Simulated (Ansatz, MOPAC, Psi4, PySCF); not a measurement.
Molecule: C₃H₆O, net charge 0, singlet state. SMILES: O1[C@@H](C)C1
Geometry: optimised at B3LYP-D3(BJ)/def2-TZVP (Ansatz, a program for electronic structure).

Wanted: enthalpy of formation at 298 K, in kcal/mol. Set-up: six Cartesian d functions in 6-31G* and its kin unless marked 5d; dispersion terms only where a functional's name holds one; spin-orbit terms left out; 6-311+G** with 5d; open shells spin-unrestricted; non-relativistic; PM7 with its own dispersion and hydrogen-bond terms; valence correlation only. CBS(X,Y): correlation extrapolated as X^-3; Hartree-Fock from the larger set. [CCSD(T)-MP2]/basis is that difference in the basis named. Ab initio and DFT rows: single points at B3LYP-D3(BJ) geometries (Ansatz), with unscaled harmonic terms from B3LYP/6-31G* at its own minima, enthalpies of formation by atomisation with measured atoms. Semi-empirical rows: MOPAC heats of formation at their own minima for 298 K.

Coupled cluster (Ansatz) is a level with limits of its own, used here on species with T1 under 0.025 (0.045 for open shells) and stable references: RI-MP2/CBS(aug-cc-pVTZ,aug-cc-pVQZ)+[CCSD(T)-MP2]/aug-cc-pVTZ.

Value to compare with, RI-MP2/CBS(aug-cc-pVTZ,aug-cc-pVQZ)+[CCSD(T)-MP2]/aug-cc-pVTZ (Ansatz): -21.3 kcal/mol.

| level | program | enthalpy of formation at 298 K (kcal/mol) | difference |
|---|---|---|---|
| PM6 | MOPAC | -19.5 | 1.8 |
| PM7 | MOPAC | -20.3 | 1.0 |
| MNDO | MOPAC | -23.1 | -1.8 |
| SVWN5/6-31G* | Ansatz | -172.0 | -150.7 |
| BLYP/6-31G* | Ansatz | -17.1 | 4.2 |
| B3LYP/STO-3G | Ansatz | -168.5 | -147.2 |
| B3LYP/6-31G* | Ansatz | -17.7 | 3.6 |
| B3LYP/cc-pVDZ | Ansatz | -2.3 | 19.0 |
| B3LYP/6-311+G** | Ansatz | -9.2 | 12.1 |
| M06-2X/6-31G* (5d) | PySCF | -26.0 | -4.7 |
| wB97X-D/6-311+G** | Psi4 | -14.5 | 6.8 |
| MP2/STO-3G | Ansatz | -2.7 | 18.6 |
| MP2/3-21G | Ansatz | 124.4 | 145.7 |
| PBE/def2-TZVPD | Ansatz | -44.1 | -22.8 |
| B2PLYP-D3(BJ)/def2-TZVPD | Ansatz + dftd3 | -12.2 | 9.1 |

Among the 13 habitual levels, SVWN5/6-31G* lies farthest from RI-MP2/CBS(aug-cc-pVTZ,aug-cc-pVQZ)+[CCSD(T)-MP2]/aug-cc-pVTZ (Ansatz) (-150.7 kcal/mol) and PM7 nearest (1.0); 9 of 13 lie above it, and their mean absolute difference is 39.8 kcal/mol, the median 6.8. One case shows no general order.

The levels are drawn from those run, B3LYP/6-31G* more often than the rest, none by its result; runs whose electronic state is in doubt are left out.
